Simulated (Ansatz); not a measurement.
Species: sum formula H9Si3O2, net charge 1, singlet state. It need not be the lowest isomer of its formula. 
Coordinates optimised at B3LYP-D3(BJ)/def2-TZVP (Ansatz, an electronic-structure program):
```
O
Si 1 1.5876
Si 1 1.6854 2 159.88
H 2 1.4652 1 115.86 3 -74.13
H 2 1.4653 4 115.86 1 -140.72
H 3 1.4716 1 107.23 2 64.24
H 3 1.4718 6 112.46 1 117.64
H 3 1.4729 6 112.22 7 127.58
O 2 1.7947 4 103.48 5 -112.61
H 9 0.9700 2 118.19 4 60.07
Si 9 1.7951 10 115.85 2 179.86
H 11 1.4645 9 104.67 10 -118.93
H 11 1.4645 12 115.04 9 114.20
H 11 1.4679 12 114.93 13 136.89
```
Charge +1, spin multiplicity 1.

Parts of the frozen-core correlation energy in cc-pV(Q+d)Z (Ansatz, hartree). Frozen orbitals: 17; correlated occupied orbitals by spin: 16 and 16; virtual: 539 and 539. Spin-orbit coupling is left out. Non-relativistic.

```csv
term,value
reference (HF),-1021.82315
MP2 opposite-spin,(withheld)
MP2 same-spin,-0.18113
CCSD correlation,(withheld)
(T),(withheld)
T1 diagnostic,0.011
largest doubles amplitude,0.016
```

Some entries are withheld; supply them.


- MP2 opposite-spin, value: -0.72157
- CCSD correlation, value: -0.95446
- (T), value: -0.03221
